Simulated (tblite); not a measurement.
Compound: C2H8ClSi4 (doublet state).
Geometry (GFN2-xTB, Å), atoms numbered from 1 in this order:
```xyz
15
C2H8ClSi4 angstrom
C      3.2158    0.0943   -0.9150
C      2.2730   -0.2051   -0.0730
Si     0.6478   -0.7773    0.4467
Si    -1.2169   -1.0056   -1.0852
Si    -2.3566    0.7390    0.0258
Si    -0.5871    0.9241    1.5777
Cl    -1.1872    0.3264    3.4584
H      3.1670   -0.1135   -1.9824
H      4.1413    0.5658   -0.6026
H      0.9163   -2.0032    1.2182
H     -0.8737   -0.7777   -2.4964
H     -1.8499   -2.3336   -1.1447
H     -3.7033    0.4142    0.5140
H     -2.5891    1.9189   -0.8194
H     -0.0019    2.2412    1.8560
```

The geometry is computed with GFN2-xTB (gas phase). This method treats the open shell by occupation alone, without spin polarisation.

Masses are those of the commonest isotopes; rigid-rotor values at the optimised geometry. The values belong to one conformer with, in the numbering `[CH2:1]=[C:2][Si@@H:3]1[SiH2:4][SiH2:5][Si@H:6]1[Cl:7]`, C1–C2–Si3–Si4 -15°.

(1) What are A, B and C (MHz)?

(2) Classify the top.

(3) What does the inertial defect say?

(4) Estimate the classical rotational partition function at 25 K, 50 K and 200 K.

Results:

(1) Ia = 436.94, Ib = 681.28, Ic = 960.60 u·Å²; 505379 MHz·u·Å²/I gives A = 1157, B = 741.8, C = 526.1 MHz.

(2) An asymmetric top. Ray's parameter κ = (2B − A − C)/(A − C) = -0.316; −1 is the prolate and +1 the oblate limit.

(3) Not planar: Δ = Ic − Ia − Ib = -157.62 u·Å². For a rigid frame Δ = −2 Σ m c², so Σ m c² = 78.81 u·Å² lies off the ab plane: 17.66 from hydrogen and 61.15 from heavier atoms. The atom farthest from that plane is 2.03 Å away.

(4) Point group C1, symmetry number σ = 1; q = (√π/σ)·√((kT/h)³/(ABC)), k/h = 20836.6 MHz/K: 31400 at 25 K, 88700 at 50 K, 710000 at 200 K.

For this open shell read J as N, the rotation without spin; fine and hyperfine splittings come on top. Its GFN2-xTB frequencies are all real (lowest 31 cm⁻¹). No vibrational averaging or centrifugal distortion is included, and the geometry carries the error of its method.

On one thread of an Arm Neoverse V2 (shared host), this took 1.6 s wall. This is the geometry optimisation.
